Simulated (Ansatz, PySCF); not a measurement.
Gas-phase reaction R1 → P1 + P2, each structure at its B3LYP-D3(BJ)/def2-TZVP stationary point, reached from a drawn start (curvature not checked).
R1: BF3 (SMILES FB(F)F), charge 0, multiplicity 1.
P1: BF2 (SMILES F[B]F), charge 0, multiplicity 2.
P2: F atom, charge 0, multiplicity 2.

| level | reaction energy (eV) | minus CCSD(T)/CBS(cc-pVTZ, cc-pVQZ) |
|---|---|---|
| HF/cc-pVDZ | 5.630 | -1.922 |
| HF/cc-pVQZ | 5.777 | -1.775 |
| SVWN5/def2-TZVPP | 8.463 | 0.911 |
| PBE/def2-TZVPP | 7.430 | -0.122 |
| r2SCAN/def2-TZVPP | 7.305 | -0.247 |
| B97M-V/def2-TZVPP | 7.489 | -0.062 |
| B3LYP/def2-TZVPP | 7.302 | -0.249 |
| M06-2X/def2-TZVPP | 7.467 | -0.085 |
| CAM-B3LYP/def2-TZVPP | 7.439 | -0.112 |
| wB97M-V/def2-TZVPP | 7.529 | -0.023 |
| B2PLYP/def2-TZVPP | 7.391 | -0.161 |
| MP2/cc-pVDZ | 7.366 | -0.185 |
| MP2/cc-pVQZ | 7.777 | 0.225 |
| SCS-MP2/cc-pVTZ | 7.563 | 0.011 |
| CCSD/cc-pVTZ | 7.337 | -0.214 |
| CCSD/cc-pVQZ | 7.399 | -0.153 |
| CCSD(T)/cc-pVDZ | 7.108 | -0.443 |
| CCSD(T)/cc-pVTZ | 7.430 | -0.122 |
| CCSD(T)/cc-pVQZ | 7.496 | -0.056 |
| CCSD(T)/CBS(cc-pVTZ, cc-pVQZ) | 7.552 | 0.000 |

 The comparison column counts from a level with limits of its own.

P less R. No zero-point or thermal terms; singlets are restricted closed shells; open shells are unrestricted; no spin–orbit coupling.

Frozen-core correlation throughout. CBS(a, b) extrapolates the correlation energy as X⁻³ and adds the Hartree–Fock energy of set b.

Programs: Ansatz (Gaussian orbitals); PySCF for M06-2X. All values are computed, each at the level named.

Ansatz is an electronic-structure program.
